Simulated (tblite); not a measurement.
A tight-binding relaxation on `[SiH3]C[Se][Si@@H](Cl)C1CC1`.

Computed with GFN2-xTB geometry optimisation, gas phase (tblite 0.8.0). Start geometry: from a force field or distance geometry. A driver script takes a list of jobs; this job's settings line and coordinates (Å) are shown.

Command:
```bash
OMP_NUM_THREADS=1 python probes_run.py task.json out
```

Input:
```
{"job": {"kind": "relax", "xc": "GFN2-xTB", "basis": "xTB"}, "charge": 0, "multiplicity": 1}
Si     4.226200     0.154900     0.266000
C      2.614900    -0.774400     0.370400
Se     1.144900     0.305100     0.990700
Si    -0.695900    -0.387000    -0.202400
Cl    -0.670900    -2.488100    -0.193600
C     -2.220200     0.299300     0.623300
C     -3.003300     1.231500    -0.275000
C     -3.576100    -0.095100     0.147700
H      4.653500     0.179800    -1.145300
H      4.063700     1.537100     0.756500
H      5.275000    -0.550300     1.018500
H      2.333400    -1.153300    -0.634500
H      2.759200    -1.650600     1.048000
H     -0.588400     0.091500    -1.578200
H     -2.135200     0.650400     1.688500
H     -3.369600     2.155800     0.245600
H     -2.700100     1.358700    -1.325200
H     -3.700200    -0.847100    -0.659900
H     -4.420500    -0.008700     0.871200
```

Output:
```
step      E/eV     max force
  0    -690.47722    1.709
  1    -690.65955    0.762
  2    -690.73301    0.512
  3    -690.75529    0.337
  4    -690.76961    0.266
  5    -690.77881    0.215
  6    -690.78716    0.230
  7    -690.79253    0.177
  8    -690.79703    0.152
  9    -690.80065    0.129
... (158 lines left out)
168    -690.90869    0.016
169    -690.90873    0.017
170    -690.90878    0.023
171    -690.90883    0.019
172    -690.90888    0.011
173    -690.90891    0.013
174    -690.90893    0.012
175    -690.90895    0.012
176    -690.90897    0.013
177    -690.90899    0.008
```

«max force» is the largest atomic force in eV/Å.

Q: From which step on does the largest force stay under 0.1 eV/Å, and how much energy is left to gain from there?

A: From step 92 (0.086 eV/Å), 28.8 meV above the end.

In short: energy lowered by 10.0 kcal/mol over 177 steps; largest atomic force 0.008 eV/Å at the end.

Q: Where do the atoms end?

A: 0.643 Å rms from the input after alignment:
```
atom  x, y, z in Å
Si1    4.2761    0.0967    0.3493
C2     2.5186   -0.5904    0.0754
Se3    1.1575    0.8022    0.3834
Si4   -0.6613   -0.4959   -0.0635
Cl5   -0.4619   -2.3083    0.8231
C6    -2.1823    0.3877    0.5885
C7    -2.9890    1.2435   -0.3465
C8    -3.5396   -0.0581    0.1255
H9     4.4964    1.2083   -0.5750
H10    4.4032    0.5380    1.7373
H11    5.1982   -1.0057    0.0637
H12    2.3818   -0.9468   -0.9447
H13    2.2911   -1.4069    0.7592
H14   -0.7443   -0.7502   -1.5044
H15   -2.1239    0.7408    1.6119
H16   -3.4167    2.1557    0.0414
H17   -2.6681    1.3223   -1.3741
H18   -3.5954   -0.8757   -0.5773
H19   -4.3502   -0.0479    0.8388
```

The run took 2.1 s on Arm Neoverse V1, one thread, shared host.
Labels such as C1 count atoms from 1, the log's own numbers from 0.
